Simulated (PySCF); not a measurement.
C2H4FNOSi, SMILES N#C[C@@H](F)[SiH2]O.

Geometry: ωB97X-D3(BJ)/def2-SVP. The structure was generated by enumeration; whether it is a known compound was not checked. The values are those of a single conformer.

Two levels are set side by side: TDDFT-PBE/def2-SVPD (PySCF) and TDDFT-CAM-B3LYP/def2-SVPD (PySCF). Vertical, same geometry. The lowest singlet is HOMO→LUMO 98 % with PBE and HOMO→LUMO 70 %, HOMO→LUMO+1 13 % with the other functional; states are paired by order. Differences are taken from unrounded values.

```csv
quantity,TDDFT-CAM-B3LYP
lowest singlet excitation (eV),6.42
lowest triplet excitation (TDA) (eV),5.82
first bright state (f over 0.05) (eV),8.96
its oscillator strength,0.17
```

Problem. What does TDDFT-PBE give, and how far is it from TDDFT-CAM-B3LYP? (The exact figures need the calculation; the answer reports its results.)

Solution. 
```csv
quantity,TDDFT-PBE,TDDFT-PBE minus TDDFT-CAM-B3LYP
lowest singlet excitation (eV),5.62,-0.80
lowest triplet excitation (TDA) (eV),5.20,-0.62
first bright state (f over 0.05) (eV),7.61,-1.35
its oscillator strength,0.13,-0.05
```

Functionals without exact exchange tend to place singlet excitations lower, as here. Differences between two approximate levels are no errors against the true value.

Rough cost on one machine, each run with all the roots and properties that it gave: TDDFT-CAM-B3LYP against TDDFT-PBE about 7 times.
